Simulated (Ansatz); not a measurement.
Ansatz (a program for electronic structure) input (B3LYP-D3(BJ)/def2-TZVP):

Ansatz 0.2 input:
```yaml
crystal:
  periodic: [false, false, false]
  atoms:
    - {symbol: Ge, position_ang: [-0.00185314, -0.35518700, -0.01391281]}
    - {symbol: O, position_ang: [0.01066429, -1.92612716, -0.01222512]}
    - {symbol: O, position_ang: [0.75384045, 1.14267422, 0.00291732]}
    - {symbol: O, position_ang: [-0.78114555, 1.13052572, -0.03459942]}
basis:
  gaussian:
    orbitals: def2-TZVP
hamiltonian:
  xc: b3lyp
  dispersion: d3bj
relax: {f_tol: 0.002, max_steps: 150}
```

Output:

```
Functional definition: B3LYP
integrals: 0.05 GiB planned
842 factors; their error is unknown
mean field: 0.52 GiB planned
mean field evaluation 1: about -62647.1848 eV, gradient 8.2e1 eV
mean field evaluation 2: about -62568.8615 eV, gradient 1.9e2 eV
mean field evaluation 4: about -62658.1005 eV, gradient 1.3e1 eV
mean field evaluation 8: about -62658.3617 eV, gradient 7.5e-2 eV
mean field evaluation 16: about -62658.5839 eV, gradient 3.9e-5 eV
mean field -62658.58389993 eV, -2302.6604868087 hartree, gradient 3.9e-5 eV, S^2 0.000000; 0 other end points of the search recorded, 0 dependent functions left out
the calculation of the forces begins
reference -62658.58409141 eV, -2302.6604938455 hartree; 28, 28 occupied and 113, 113 virtual orbitals, 842 factors
relax step   1: F+E_penalty+E_count = -62658.69173375 eV  Δ(F+E_penalty+E_count) = +0.000e0 eV  max|allowed force component| = 3.067e0 eV/Å  Δτ_max = 0.0000 Å  (29 SCF iters, accepted)
these checks for a lower state are left out or cut short: starts, cluster_reference, orbital_swaps, neighbouring_geometries, increment
integrals: 0.05 GiB planned
842 factors; their error is unknown
mean field: 0.52 GiB planned
mean field -62658.86126489 eV, -2302.6706797832 hartree, gradient 1.7e-5 eV, S^2 0.000000; 0 other end points of the search recorded, 0 dependent functions left out
the calculation of the forces begins
reference -62658.86145762 eV, -2302.6706868659 hartree; 28, 28 occupied and 113, 113 virtual orbitals, 842 factors
relax step   2: F+E_penalty+E_count = -62658.96865878 eV  Δ(F+E_penalty+E_count) = -2.769e-1 eV  max|allowed force component| = 1.390e0 eV/Å  Δτ_max = 0.0434 Å  (32 SCF iters, accepted)
these checks for a lower state are left out or cut short: starts, cluster_reference, orbital_swaps, neighbouring_geometries, increment
integrals: 0.05 GiB planned
842 factors; their error is unknown
mean field: 0.52 GiB planned
mean field -62658.94101837 eV, -2302.6736106695 hartree, gradient 2.7e-5 eV, S^2 0.000000; 0 other end points of the search recorded, 0 dependent functions left out
the calculation of the forces begins
reference -62658.94121222 eV, -2302.6736177934 hartree; 28, 28 occupied and 113, 113 virtual orbitals, 842 factors
relax step   3: F+E_penalty+E_count = -62659.04880695 eV  Δ(F+E_penalty+E_count) = -8.015e-2 eV  max|allowed force component| = 2.175e-1 eV/Å  Δτ_max = 0.0303 Å  (34 SCF iters, accepted)
these checks for a lower state are left out or cut short: starts, cluster_reference, orbital_swaps, neighbouring_geometries, increment
integrals: 0.05 GiB planned
842 factors; their error is unknown
mean field: 0.52 GiB planned
mean field evaluation 32: about -62658.7177 eV, gradient 8.2e-1 eV
mean field -62658.94221240 eV, -2302.6736545491 hartree, gradient 2.7e-5 eV, S^2 0.000000; 0 other end points of the search recorded, 0 dependent functions left out
the calculation of the forces begins
reference -62658.94240643 eV, -2302.6736616797 hartree; 28, 28 occupied and 113, 113 virtual orbitals, 842 factors
relax step   4: F+E_penalty+E_count = -62659.05036614 eV  Δ(F+E_penalty+E_count) = -1.559e-3 eV  max|allowed force component| = 2.956e-2 eV/Å  Δτ_max = 0.0062 Å  (34 SCF iters, accepted)
these checks for a lower state are left out or cut short: starts, cluster_reference, orbital_swaps, neighbouring_geometries, increment
integrals: 0.05 GiB planned
842 factors; their error is unknown
mean field: 0.52 GiB planned
mean field -62658.94224991 eV, -2302.6736559276 hartree, gradient 1.1e-5 eV, S^2 0.000000; 0 other end points of the search recorded, 0 dependent functions left out
the calculation of the forces begins
reference -62658.94244394 eV, -2302.6736630581 hartree; 28, 28 occupied and 113, 113 virtual orbitals, 842 factors
relax step   5: F+E_penalty+E_count = -62659.05037485 eV  Δ(F+E_penalty+E_count) = -8.714e-6 eV  max|allowed force component| = 5.444e-4 eV/Å  Δτ_max = 0.0004 Å  (36 SCF iters, accepted)
integrals: 0.05 GiB planned
842 factors; their error is unknown
mean field: 0.52 GiB planned
mean field evaluation 64: about -62658.9422 eV, gradient 8.4e-2 eV
mean field -62658.94224991 eV, -2302.6736559276 hartree, gradient 1.1e-5 eV, S^2 0.000000; 1 other end points of the search recorded, 0 dependent functions left out
the calculation of the forces begins
reference -62658.94244394 eV, -2302.6736630581 hartree; 28, 28 occupied and 113, 113 virtual orbitals, 842 factors
Total energy: -62659.05056888 eV, -2302.6776365765 hartree
Atom 0 at    -0.001663    -0.376369    -0.014012 Å, force     0.000029     0.000544     0.000012 eV/Å
Atom 1 at     0.011245    -2.002716    -0.012074 Å, force    -0.000020    -0.000084    -0.000006 eV/Å
Atom 2 at     0.798145     1.191945     0.003984 Å, force     0.000035    -0.000222    -0.000002 eV/Å
Atom 3 at    -0.826222     1.179026    -0.035718 Å, force    -0.000044    -0.000238    -0.000004 eV/Å
Dipole moment:    -0.000010    -0.000231    -0.000003 e Å
```
